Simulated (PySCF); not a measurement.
CH5AlClNO, singlet, at a GFN2-xTB geometry (such geometries of metal compounds can be far from the true shape), with bond 9-8 at 1.4 times its length; CASSCF(6,5)/6-31G (PySCF).

The PySCF input:
```python
from pyscf import gto, scf, mcscf
import numpy

mol = gto.Mole()
mol.atom = '''
    Al   -0.127669    0.319124    0.179335
    Cl    1.272487   -0.350547    1.482273
    O    -0.394319   -0.535764   -1.203456
    C    -0.711707   -1.168818   -2.406277
    H    -0.553065   -0.485047   -3.243809
    H    -0.078621   -2.049570   -2.542794
    H    -1.758563   -1.482231   -2.400557
    N    -1.060754    1.796188    0.501868
    H    -0.925161    2.612505    1.645027
    H    -1.768362    2.173972   -0.109013
'''
mol.basis = '6-31g'
mol.charge = 0
mol.spin = 0
mol.verbose = 4
mol.build()

mf = scf.RHF(mol)
mf.kernel()
mc = mcscf.CASSCF(mf, 5, 6)
mc.fix_spin_(ss=0.0)
mc.conv_tol = 1e-5
mc.kernel()
occ = numpy.linalg.eigvalsh(mc.fcisolver.make_rdm1(mc.ci, mc.ncas, mc.nelecas))[::-1]
ss = mc.fcisolver.spin_square(mc.ci, mc.ncas, mc.nelecas)[0]
print('natural occupations', occ.round(4), ' <S^2>', round(ss, 4))
```

It wrote (shortened):

```
PySCF version 2.14.0

[INPUT] verbose = 4
[INPUT] num. atoms = 10
[INPUT] num. electrons = 56
[INPUT] charge = 0
[INPUT] spin (= nelec alpha-beta = 2S) = 0
[INPUT] symmetry False subgroup None
[INPUT] Mole.unit = angstrom
[INPUT] Symbol           X                Y                Z      unit          X                Y                Z       unit  Magmom
[INPUT]  1 Al    -0.127669000000   0.319124000000   0.179335000000 AA   -0.241259444597   0.603056959776   0.338894034549 Bohr   0.0
[INPUT]  2 Cl     1.272487000000  -0.350547000000   1.482273000000 AA    2.404651927069  -0.662437823788   2.801090011837 Bohr   0.0
[INPUT]  3 O     -0.394319000000  -0.535764000000  -1.203456000000 AA   -0.745154915712  -1.012447227401  -2.274202242965 Bohr   0.0
[INPUT]  4 C     -0.711707000000  -1.168818000000  -2.406277000000 AA   -1.344931310936  -2.208745909462  -4.547204509840 Bohr   0.0
[INPUT]  5 H     -0.553065000000  -0.485047000000  -3.243809000000 AA   -1.045141379083  -0.916605987542  -6.129910610399 Bohr   0.0
[INPUT]  6 H     -0.078621000000  -2.049570000000  -2.542794000000 AA   -0.148572157639  -3.873125973125  -4.805184251187 Bohr   0.0
[INPUT]  7 H     -1.758563000000  -1.482231000000  -2.400557000000 AA   -3.323202442794  -2.801010643340  -4.536395276408 Bohr   0.0
[INPUT]  8 N     -1.060754000000   1.796188000000   0.501868000000 AA   -2.004534545537   3.394303388230   0.948393070683 Bohr   0.0
[INPUT]  9 H     -0.925161000000   2.612505000000   1.645027000000 AA   -1.748300911129   4.936918949057   3.108650497515 Bohr   0.0
[INPUT] 10 H     -1.768362000000   2.173972000000  -0.109013000000 AA   -3.341719869088   4.108211682473  -0.206004714017 Bohr   0.0

nuclear repulsion = 269.263650291004
number of shells = 39
number of NR pGTOs = 178
number of NR cGTOs = 63
basis = 6-31g
ecp = {}

******** <class 'pyscf.scf.hf.RHF'> ********
method = RHF
initial guess = minao
damping factor = 0
level_shift factor = 0
DIIS = <class 'pyscf.scf.diis.CDIIS'>
diis_start_cycle = 1
diis_space = 8
diis_damp = 0
SCF conv_tol = 1e-09
SCF conv_tol_grad = None
SCF max_cycles = 50
direct_scf = True
direct_scf_tol = 1e-13
Set gradient conv threshold to 3.16228e-05
Initial guess from minao.
init E= -871.726821056753
  HOMO = -0.282545382443182  LUMO = -0.0229077163557054  gap/eV = 7.06510
cycle= 1 E= -871.367524033184  delta_E= 0.359  |g|= 0.564  |ddm|= 2.78
  HOMO = -0.362928479837399  LUMO = 0.0934848657997063  gap/eV = 12.41964
cycle= 2 E= -871.426516830215  delta_E= -0.059  |g|= 0.33  |ddm|= 0.704
  HOMO = -0.405924670669592  LUMO = 0.0863091904407911  gap/eV = 13.39437
cycle= 3 E= -871.447619401646  delta_E= -0.0211  |g|= 0.0461  |ddm|= 0.247
  HOMO = -0.400738239273783  LUMO = 0.0920581912302916  gap/eV = 13.40967
cycle= 4 E= -871.448408804179  delta_E= -0.000789  |g|= 0.0107  |ddm|= 0.0687
  HOMO = -0.400981536805839  LUMO = 0.0921493346140048  gap/eV = 13.41877
cycle= 5 E= -871.448460211132  delta_E= -5.14e-05  |g|= 0.00283  |ddm|= 0.0176
  HOMO = -0.401793833227241  LUMO = 0.0919519537675979  gap/eV = 13.43551
cycle= 6 E= -871.448465892595  delta_E= -5.68e-06  |g|= 0.000873  |ddm|= 0.0067
  HOMO = -0.401539825095991  LUMO = 0.0920282300106119  gap/eV = 13.43067
cycle= 7 E= -871.448466199899  delta_E= -3.07e-07  |g|= 0.000335  |ddm|= 0.00115
  HOMO = -0.40162829481072  LUMO = 0.0920306558714152  gap/eV = 13.43314
cycle= 8 E= -871.448466254031  delta_E= -5.41e-08  |g|= 5.61e-05  |ddm|= 0.000592
  HOMO = -0.401625272906616  LUMO = 0.0920318526582631  gap/eV = 13.43309
cycle= 9 E= -871.448466256081  delta_E= -2.05e-09  |g|= 1.71e-05  |ddm|= 0.000117
  HOMO = -0.401627121936971  LUMO = 0.0920318359337964  gap/eV = 13.43314
cycle= 10 E= -871.448466256272  delta_E= -1.91e-10  |g|= 4.94e-06  |ddm|= 3.63e-05
  HOMO = -0.401627464810071  LUMO = 0.0920319624234225  gap/eV = 13.43316
Extra cycle  E= -871.448466256291  delta_E= -1.89e-11  |g|= 2.16e-06  |ddm|= 8.88e-06
converged SCF energy = -871.448466256291

******** <class 'pyscf.mcscf.mc1step.CASSCF'> ********
CAS (3e+3e, 5o), ncore = 25, nvir = 33
max_cycle_macro = 50
max_cycle_micro = 4
conv_tol = 1e-05
conv_tol_grad = None
orbital rotation max_stepsize = 0.02
orbital rotation threshold for CI restart = 0.01
augmented hessian ah_max_cycle = 30
augmented hessian ah_conv_tol = 1e-12
augmented hessian ah_linear dependence = 1e-14
augmented hessian ah_level shift = 1e-08
augmented hessian ah_start_tol = 2.5
augmented hessian ah_start_cycle = 3
augmented hessian ah_grad_trust_region = 3
kf_trust_region = 3
kf_interval = 4
ci_response_space = 4
ci_grad_trust_region = 3
with_dep4 0
natorb = False
canonicalization = True
sorting_mo_energy = False
ao2mo_level = 2
internal_rotation = False
******** <class 'pyscf.fci.addons.SpinPenaltyFCISolver'> ********
max. cycles = 50
conv_tol = 1e-08
davidson only = True
linear dependence = 1e-12
level shift = 0.001
max iter space = 12
nroots = 1
pspace_size = 400
spin = None
CASCI E = -871.449610877748  S^2 = 0.0000000
Set conv_tol_grad to 0.00316228
macro iter   1 ( 21 JK    4 micro), CASSCF E = -871.452808284769  dE = -3.19740702e-03  S^2 = 0.0000000
               |grad[o]|=0.00595  |grad[c]|=0.0103  |ddm|=0.0245  |maxRot[o]|=0.281
macro iter   2 ( 21 JK    4 micro), CASSCF E = -871.458844770557  dE = -6.03648579e-03  S^2 = 0.0000000
               |grad[o]|=0.0189  |grad[c]|=0.00973  |ddm|=0.0134  |maxRot[o]|=0.314
macro iter   3 ( 21 JK    4 micro), CASSCF E = -871.463991505159  dE = -5.14673460e-03  S^2 = 0.0000000
               |grad[o]|=0.0167  |grad[c]|=0.0215  |ddm|=0.0315  |maxRot[o]|=0.309
macro iter   4 ( 21 JK    4 micro), CASSCF E = -871.475788616218  dE = -1.17971111e-02  S^2 = 0.0000000
               |grad[o]|=0.016  |grad[c]|=0.0125  |ddm|=0.0529  |maxRot[o]|=0.305
macro iter   5 ( 21 JK    4 micro), CASSCF E = -871.485573606022  dE = -9.78498980e-03  S^2 = 0.0000000
               |grad[o]|=0.0193  |grad[c]|=0.0443  |ddm|=0.00729  |maxRot[o]|=0.277
macro iter   6 ( 21 JK    4 micro), CASSCF E = -871.488457297611  dE = -2.88369159e-03  S^2 = 0.0000000
               |grad[o]|=0.0154  |grad[c]|=0.0149  |ddm|=0.00358  |maxRot[o]|=0.123
macro iter   7 ( 19 JK    4 micro), CASSCF E = -871.488935350808  dE = -4.78053197e-04  S^2 = 0.0000000
               |grad[o]|=0.00746  |grad[c]|=0.00359  |ddm|=0.00123  |maxRot[o]|=0.0642
macro iter   8 (  6 JK    1 micro), CASSCF E = -871.488948556453  dE = -1.32056451e-05  S^2 = 0.0000000
               |grad[o]|=0.00155  |grad[c]|=0.00197  |ddm|=0.000379  |maxRot[o]|=0.0799
macro iter   9 (  6 JK    1 micro), CASSCF E = -871.488959960431  dE = -1.14039779e-05  S^2 = 0.0000000
               |grad[o]|=0.000961  |grad[c]|=0.00484  |ddm|=0.000144  |maxRot[o]|=0.0694
macro iter  10 (  6 JK    1 micro), CASSCF E = -871.488986794870  dE = -2.68344388e-05  S^2 = 0.0000000
               |grad[o]|=0.000919  |grad[c]|=0.00445  |ddm|=0.000432  |maxRot[o]|=0.0798
macro iter  11 (  6 JK    1 micro), CASSCF E = -871.489030279823  dE = -4.34849530e-05  S^2 = 0.0000000
               |grad[o]|=0.000899  |grad[c]|=0.00372  |ddm|=0.000725  |maxRot[o]|=0.0798
macro iter  12 (  6 JK    1 micro), CASSCF E = -871.489085832241  dE = -5.55524183e-05  S^2 = 0.0000000
               |grad[o]|=0.000891  |grad[c]|=0.00403  |ddm|=0.000931  |maxRot[o]|=0.0798
macro iter  13 (  6 JK    1 micro), CASSCF E = -871.489146809136  dE = -6.09768942e-05  S^2 = 0.0000000
               |grad[o]|=0.000862  |grad[c]|=0.00573  |ddm|=0.00101  |maxRot[o]|=0.0798
macro iter  14 (  6 JK    1 micro), CASSCF E = -871.489211062875  dE = -6.42537397e-05  S^2 = 0.0000000
               |grad[o]|=0.000807  |grad[c]|=0.00745  |ddm|=0.00106  |maxRot[o]|=0.0798
macro iter  15 (  6 JK    1 micro), CASSCF E = -871.489276511586  dE = -6.54487106e-05  S^2 = 0.0000000
               |grad[o]|=0.000738  |grad[c]|=0.00845  |ddm|=0.00108  |maxRot[o]|=0.0798
macro iter  16 (  6 JK    1 micro), CASSCF E = -871.489340854509  dE = -6.43429236e-05  S^2 = 0.0000000
               |grad[o]|=0.000673  |grad[c]|=0.00843  |ddm|=0.00107  |maxRot[o]|=0.0798
macro iter  17 (  6 JK    1 micro), CASSCF E = -871.489401606980  dE = -6.07524706e-05  S^2 = 0.0000000
               |grad[o]|=0.000636  |grad[c]|=0.00737  |ddm|=0.00102  |maxRot[o]|=0.0798
macro iter  18 (  6 JK    1 micro), CASSCF E = -871.489456305462  dE = -5.46984816e-05  S^2 = 0.0000000
               |grad[o]|=0.00064  |grad[c]|=0.00549  |ddm|=0.000928  |maxRot[o]|=0.0798
macro iter  19 (  6 JK    1 micro), CASSCF E = -871.489502696924  dE = -4.63914620e-05  S^2 = 0.0000000
               |grad[o]|=0.000673  |grad[c]|=0.00325  |ddm|=0.000801  |maxRot[o]|=0.0798
macro iter  20 (  6 JK    1 micro), CASSCF E = -871.489538861313  dE = -3.61643889e-05  S^2 = 0.0000000
               |grad[o]|=0.000701  |grad[c]|=0.00183  |ddm|=0.000639  |maxRot[o]|=0.0798
macro iter  21 (  6 JK    1 micro), CASSCF E = -871.489563311659  dE = -2.44503469e-05  S^2 = 0.0000000
               |grad[o]|=0.000682  |grad[c]|=0.00278  |ddm|=0.000454  |maxRot[o]|=0.0798
macro iter  22 (  5 JK    1 micro), CASSCF E = -871.489573538297  dE = -1.02266376e-05  S^2 = 0.0000000
               |grad[o]|=0.000585  |grad[c]|=0.00253  |ddm|=0.000183  |maxRot[o]|=0.0599
macro iter  23 (  3 JK    1 micro), CASSCF E = -871.489575805129  dE = -2.26683153e-06  S^2 = 0.0000000
               |grad[o]|=0.000419  |grad[c]|=0.00105  |ddm|=9.86e-05  |maxRot[o]|= 0.02
macro iter  24 (  3 JK    1 micro), CASSCF E = -871.489576950367  dE = -1.14523857e-06  S^2 = 0.0000000
               |grad[o]|=0.000337  |grad[c]|=0.000962  |ddm|=9.78e-05  |maxRot[o]|=0.006
1-step CASSCF converged in  24 macro (240 JK  45 micro) steps
CASSCF canonicalization
Density matrix diagonal elements [1.99935734 1.98020264 1.97669882 0.02021824 0.02352296]
CASSCF energy = -871.489576950367
CASCI E = -871.489576950367  E(CI) = -12.5399697599669  S^2 = 0.0000000
natural occupations [1.9997 1.9803 1.9772 0.0227 0.0201]  <S^2> 0.0
```
